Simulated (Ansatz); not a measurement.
Cartesian coordinates in Å:
```
C -1.760 0.099 -0.710
B -0.772 0.376 0.483
C 0.614 -0.277 0.575
C 1.984 -0.102 0.077
S 0.006 -1.440 1.543
H -1.746 0.971 -1.378
H -1.503 -0.779 -1.307
H -2.791 -0.003 -0.365
H -1.014 1.233 1.290
H 2.668 -0.874 0.430
H 2.348 0.887 0.378
H 1.966 -0.091 -1.018
```

Total charge 0; spin multiplicity 1.

List the PBE/def2-TZVPP orbital energies in eV (Ansatz 0.2.0). (Estimate.)

Ansatz gave: Occupied: -2395.99, -270.71, -269.58, -268.08, -208.92, -176.54, -155.03, -155.00, -154.87, -20.83, -18.23, -16.88, -13.63, -11.91, -11.04, -10.82, -10.10, -9.45, -9.29, -8.43, -7.64, -6.76, -5.87. Lowest empty: -3.16, -0.80, 0.30, 1.10, 1.14, 1.81, 2.11, 2.18.
